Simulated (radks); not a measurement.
The numbers below are computed, except where a source is named.
Problem. Neutral tantalum, 73 electrons, occupied as [Xe] 4f14 5d3 6s2. Code: a radial shooting solver on a logarithmic mesh with Libxc functionals. Model: Dirac Kohn-Sham, PBEsol, spin-unpolarised, spherical densities, finite nucleus; open shells fill j = l - 1/2 first; Fermi nuclear charge, rms radius 5.3507 fm. Some entries of the table are withheld. Estimate them.

| orbital | occ. | eigenvalue (eV) | <r> (bohr) |
|---|---|---|---|
| 1s1/2 | 2 | -67228.58 | 0.01867 |
| 2s1/2 | 2 | -11543.53 | 0.07837 |
| 2p1/2 | 2 | -11035.37 | 0.06488 |
| 2p3/2 | 4 | -9765.971 | 0.07272 |
| 3s1/2 | 2 | -2643.724 | (1) |
| 3p1/2 | 2 | -2417.225 | (2) |
| 3p3/2 | 4 | -2143.987 | (3) |
| 3d3/2 | 4 | -1760.336 | 0.1830 |
| 3d5/2 | 6 | -1700.797 | 0.1875 |
| 4s1/2 | 2 | -538.2918 | 0.4588 |
| 4p1/2 | 2 | -444.8522 | 0.4645 |
| 4p3/2 | 4 | -381.8481 | 0.4977 |
| 4d3/2 | 4 | -228.0473 | 0.5166 |
| 4d5/2 | 6 | -216.4720 | 0.5281 |
| 5s1/2 | 2 | -72.4368 | 1.102 |
| 5p1/2 | 2 | -45.3612 | 1.221 |
| 5p3/2 | 4 | -36.6021 | 1.330 |
| 4f5/2 | 6 | (4) | 0.6343 |
| 4f7/2 | 8 | (5) | 0.6453 |
| 6s1/2 | 2 | -5.3759 | (6) |
| 5d3/2 | 3 | -3.7720 | 2.214 |
| 5d5/2 | 0 | -3.1978 | 2.330 |

Solution. 
(1) 3s1/2 <r> (bohr): 0.2044
(2) 3p1/2 <r> (bohr): 0.1943
(3) 3p3/2 <r> (bohr): 0.2089
(4) 4f5/2 eigenvalue (eV): -25.3441
(5) 4f7/2 eigenvalue (eV): -23.3617
(6) 6s1/2 <r> (bohr): 3.305
